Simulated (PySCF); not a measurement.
## Computed properties of B3H5N3, SMILES N1[B]NBNB1

B₃H₅N₃, SMILES B1N[B]NBN1 (connectivity only; charge and spin as stated), charge +1, multiplicity 1. Geometry: B3LYP-D3(BJ)/def2-SVP. The spin state was assumed, not searched. The isomer is the one that the SMILES or the coordinates give; other isomers of the formula were not compared. One conformer was computed; it need not be the lowest. All values are computed for the isolated molecule unless a solvent is named; none is compared with measurement here.

**Structure.** The optimised structure has C2v symmetry. All 27 harmonic modes at B3LYP-D3(BJ)/def2-SVP (PySCF) are real, so it is a minimum. With heavy atoms numbered as in [B:1]1[NH:2][BH:3][NH:4][BH:5][NH:6]1, the shortest bond between them is B1–N2 at 1.340 Å and the longest N2–B3 at 1.495 Å.

**Vibrations.** The strongest infrared lines (harmonic, unscaled, degenerate partners summed) lie at 3619 cm⁻¹ (445 km/mol, H 93 %), 1817 cm⁻¹ (440 km/mol, B 71 %, N 27 %), 1264 cm⁻¹ (349 km/mol, N 58 %, H 23 %, B 19 %). The softest mode is at 292 cm⁻¹ and the zero-point energy is 51.2 kcal/mol.

**Electronic structure.** r2SCAN/def2-TZVP (PySCF) places the frontier levels at -12.99 and -8.00 eV, a gap of 4.99 eV and a mean polarisability of 52.1 bohr³. PBE/def2-TZVP (PySCF) at the same geometry gives -12.76 and -8.42 eV, so its gap is 0.65 eV narrower. An orbital gap is neither the optical nor the fundamental gap.

**Excitations.** TDA-M06-2X/def2-SVPD (PySCF) has S1 at 5.16 eV (240 nm, f = 0.000, dark); the most intense of the 10 singlets computed lies at 8.68 eV (f = 0.34). T1 (TDA) is at 5.06 eV, 0.10 eV under S1. TDA-PBE/def2-SVPD (PySCF) puts S1 at 4.35 eV. No vertical singlet excitation falls in the visible range (under 3.1 eV).

**NMR.** GIAO shifts at HF/pcSseg-1 (PySCF) (non-relativistic, atoms alike by connectivity averaged): ¹H from 5.6 to 6.8 ppm against TMS; ¹¹B from 26.4 to 32.0 ppm against BF3.
